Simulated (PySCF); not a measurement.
B²⁺: excitation energy

B²⁺ [He] 2s1 (2S) → B²⁺ [He] 3d1 (2D), as a difference of total energies. Computed with PySCF 2.14 in dyall-av3z (15s9p3d2f, 71 functions), with the spin-free X2C one-electron Hamiltonian (Gaussian nucleus). The calculations carry no spin-orbit coupling.

```json
{"method": "UHF", "excitation energy (cm⁻¹)": "195940"}
{"method": "LDA", "excitation energy (cm⁻¹)": "192360"}
{"method": "PBE", "excitation energy (cm⁻¹)": "191470"}
{"method": "PBE0", "excitation energy (cm⁻¹)": "192850"}
{"method": "r2SCAN", "excitation energy (cm⁻¹)": "191390"}
{"method": "B97-3", "excitation energy (cm⁻¹)": "188980"}
{"method": "wB97M-V", "excitation energy (cm⁻¹)": "194940"}
{"method": "r2SCANh", "excitation energy (cm⁻¹)": "192060"}
{"method": "M06", "excitation energy (cm⁻¹)": "186270"}
```

The promoted electron is Rydberg-like, and one or two diffuse shells describe it only roughly, which tends to raise the upper state.
